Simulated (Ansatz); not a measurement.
Energy profile

The step: BHF₂ ([F][BH][F]) + HF → BF₃ ([F][B]([F])[F]) + H₂; bonds formed: B1–F6, H2–H5; bonds broken: B1–H2, H5–F6 (atoms numbered as in the saddle structure below).

```xyz
6
angstrom
B -0.2799 -0.1693 -0.1989
H 0.5228 0.8295 -0.5724
F -0.0199 -1.2897 -0.8532
F -1.5288 0.2323 -0.0255
H 0.8197 0.5763 0.4346
F 0.4862 -0.1790 1.2155
```

Electronic energies by CCSD(T) at an estimated basis limit (MP2 extrapolated from triple and quadruple zeta, plus CCSD(T) − MP2 in triple zeta), on PBE0-D4/def2-TZVP structures; BH₂F₃, singlet; no counterpoise correction. Ansatz 0.2.0; basis: def2-TZVPP and def2-QZVPP; cores frozen in the correlated methods. Extrapolation: Hartree–Fock as exp(−7.88 √X), correlation as X^−2.97.

(1) Give the profile in kJ/mol, counted from the separated reactants. (Judge from chemistry; the value comes from the calculation.)

T1 diagnostic: at most 0.014. The end structure is not quite a true minimum (one mode of 33i cm⁻¹).

Answers

(1) By the calculation:
| point | kJ/mol |
| --- | --- |
| separated: BHF₂ (linked as [F][BH][F]; B1, H2, F3, F4; singlet) + HF (H5, F6; singlet) | 0.0 |
| start structure | -11.3 |
| saddle | 102.7 |
| end structure | -116.0 |
| separated: BF₃ (linked as [F][B]([F])[F]; B1, F3, F4, F6; singlet) + H₂ (H2, H5; singlet) | -112.3 |

For scale, one of the runs: CCSD(T)/def2-TZVPP, 152 basis functions, launched by `ansatz run in.yaml --threads 2 --pin off --events-out ev --progress --plain --max-ram 4352MiB`. The run took 33 s on 2 CPU threads of an Arm Neoverse V1 (shared host), with 1.1 GiB of host memory at its peak.
